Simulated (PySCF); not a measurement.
A structure optimised at PBE0-D3(BJ)/def2-SVP, used in a PySCF frequency run:

```xyz
8

Si    -0.0333     0.3315    -0.0942
O     -1.2167    -0.6402    -0.7128
O     -0.1984     0.3945     1.5452
O      1.3822    -0.3653    -0.6089
H     -0.1162     1.7434    -0.5325
H     -0.9511    -1.1767    -1.4656
H     -0.3984    -0.4412     1.9787
H      2.1951     0.1221    -0.4496
```
Charge 0, spin multiplicity 1.

**Question.** Write its SMILES and formula.

**Answer.** O[SiH](O)O, H4O3Si

**Question.** What are its rotational constants (standard atomic weights)?

**Answer.** 7.1518, 6.4333, 3.9306 GHz
